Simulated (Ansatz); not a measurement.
Stepwise reaction of `CB(N)[SiH2][SiH3]` with hydrogen, as a gas-phase model of exchange steps in deposition or etching. ΔE in kJ/mol.

Gas-phase electronic energies from Ansatz, PBE0-D4/def2-TZVP geometries. CBS: MP2 limit from def2 TZ/QZ plus the TZ coupled-cluster correction, frozen cores. This one scheme is used for every species. Functionals use def2-TZVPP. B3LYP here is the variant with VWN-RPA as its local correlation; programs differ in this. Each species was taken in one conformer, which may not be the lowest.

```json
{"step": "1", "reaction": "`CB(N)[SiH2][SiH3]` + H₂ → `CB(N)[SiH3]` + SiH₄", "PBE-D4": "2.5", "B3LYP-D4": "-13.1", "ωB97M-V": "-16.9", "CCSD(T)/CBS": "-11.6"}
```

Problem. Give the row of step 2, `CB(N)[SiH3]` + H₂ → `CBN` + SiH₄. (An estimate is asked.)

Solution. The calculation gave: 
```
step                           reaction  PBE-D4  B3LYP-D4  ωB97M-V  CCSD(T)/CBS
   2  `CB(N)[SiH3]` + H₂ → `CBN` + SiH₄   -25.2     -38.5    -41.2        -37.1
```

Problem. By hand: ΔE of the 2 steps together at CCSD(T)/CBS.

Solution. (-11.6) + (-37.1) = -48.7 kJ/mol, or -24.4 kJ/mol a step.

In ΔE each step is lower than the one before. All are downhill at CCSD(T)/CBS. PBE-D4 differs from CCSD(T)/CBS by 11.9 to 14.1 kJ/mol a step. Isolated molecules leave out the surface, adducts and barriers. Largest T1 diagnostic: 0.013.
